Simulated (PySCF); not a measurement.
Nb(OH)2 (H2NbO2), SMILES [OH][Nb][OH] (connectivity only; charge and spin as stated), neutral, multiplicity 4. Atoms are numbered in the order given.

```xyz
5

Nb     0.0000     0.0000     0.0000
O      0.0000     0.0000    -1.8854
H      0.0000     0.0000    -2.8381
O      0.0000     0.0000     1.8854
H      0.0000     0.0000     2.8381
```
Charge 0, spin multiplicity 4.

Geometry: PBE0-D3(BJ)/def2-TZVP. The spin state was assumed, not searched. The def2 effective core potentials stand for the cores of Nb; spin–orbit coupling is left out. The values are those of a single conformer.

All values below come from PySCF with PBE0/def2-TZVPD.

Mulliken values depend strongly on the basis, most of all with diffuse functions as here. ESP charges are fitted to the potential on shells at 1.4 to 2.0 van der Waals radii. Atomic charges (e):

```json
[
 {"atom": "Nb1", "Mulliken": "0.96", "ESP fit": "0.56", "Mulliken spin": "3.19"},
 {"atom": "O2", "Mulliken": "-0.72", "ESP fit": "-0.74", "Mulliken spin": "-0.11"},
 {"atom": "H3", "Mulliken": "0.24", "ESP fit": "0.45", "Mulliken spin": "0.01"},
 {"atom": "O4", "Mulliken": "-0.72", "ESP fit": "-0.74", "Mulliken spin": "-0.11"},
 {"atom": "H5", "Mulliken": "0.24", "ESP fit": "0.45", "Mulliken spin": "0.01"}
]
```
